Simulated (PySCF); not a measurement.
**Worked example: refractive index and permittivity of the vapour**

C2H7ISi, SMILES C[SiH](I)C.

The structure is a stationary point at B3LYP-D3(BJ)/def2-SVP. The def2 effective core potentials stand for the cores of I; spin–orbit coupling is left out.

PBE/def2-TZVP (PySCF) gives a mean static polarisability of 85.7 bohr³ and a dipole moment of 2.31 D. Take an ideal gas at 298.15 K and 1 bar, whether or not the substance is that volatile.

**Question.** Work out n − 1 in the optical limit and the static ε − 1.

**Answer.** 
Polarisability volume α' = 85.7 × 0.148185 = 12.70 Å³. Number density N = p/kT = 2.43e-5 Å⁻³.
Dilute limit of Lorentz–Lorenz: n − 1 = 2π N α' = 0.0019.
Orientation term of Debye: μ²/(3kT) = 8.098 Å³ × μ²(D²) = 43.21 Å³.
ε − 1 = 4π N (α' + μ²/3kT) = 0.017. Orientation of the dipole supplies 77 % of the static response; it can't follow optical fields. Vibrational polarisation and dispersion are left out.
